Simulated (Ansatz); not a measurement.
C2H6AlF, quintet, geometry from GFN2-xTB of the parent state (such geometries of metal compounds can be far from the true shape) (a higher spin typed on purpose: for a closed-shell molecule this is an excited state); Ansatz (an electronic-structure program) with PBE/def2-SV(P).

The Ansatz input:
Ansatz 0.2 input:
```yaml
crystal:
  periodic: [false, false, false]
  atoms:
    - {symbol: Al, position_ang: [-0.01873622, 0.01128456, -0.01949987]}
    - {symbol: C, position_ang: [1.82868265, -0.13941676, -0.74158589]}
    - {symbol: H, position_ang: [2.23712794, -1.14909666, -0.65766910]}
    - {symbol: H, position_ang: [2.53495403, 0.51967783, -0.23045799]}
    - {symbol: H, position_ang: [1.84292245, 0.13399660, -1.80155726]}
    - {symbol: C, position_ang: [-0.74425394, -0.52313267, 1.75297945]}
    - {symbol: H, position_ang: [-1.55785866, -1.24709688, 1.64474875]}
    - {symbol: H, position_ang: [-1.17283915, 0.33536843, 2.27920618]}
    - {symbol: H, position_ang: [0.00348516, -0.96852525, 2.41114294]}
    - {symbol: F, position_ang: [-1.12786591, 0.68936370, -1.05114186]}
basis:
  gaussian:
    orbitals: def2-SV_P_.json
hamiltonian:
  xc: pbe
magnetization: {spin_polarized: false, initial_magnetization: 4}
```
The basis file holds def2-SV(P) in the JSON format of the Basis Set Exchange.

**Question.** What does Ansatz print? Leave out banner, timings and long lists.

**Answer.** 
```
Functional definition: PBE
957 factors; their error is unknown
mean field evaluation 1: about -11443.3807 eV, gradient 6.9e1 eV
mean field evaluation 2: about -11397.3097 eV, gradient 1.3e2 eV
mean field evaluation 4: about -11447.5685 eV, gradient 4.0e1 eV
mean field evaluation 8: about -11459.8977 eV, gradient 7.7e0 eV
mean field evaluation 16: about -11459.8208 eV, gradient 7.3e0 eV
mean field evaluation 32: about -11458.2972 eV, gradient 2.1e1 eV
mean field evaluation 64: about -11448.0549 eV, gradient 5.4e1 eV
mean field evaluation 96: about -11455.1072 eV, gradient 4.6e0 eV
mean field -11460.03264881 eV, -421.1484319548 hartree, gradient 2.2e-5 eV, S^2 6.000000; 8 other end points of the search recorded, 0 dependent functions left out
reference -11460.03270291 eV, -421.1484339426 hartree; 22, 18 occupied and 50, 54 virtual orbitals, 957 factors
Total energy: -11460.03270291 eV, -421.1484339426 hartree
```
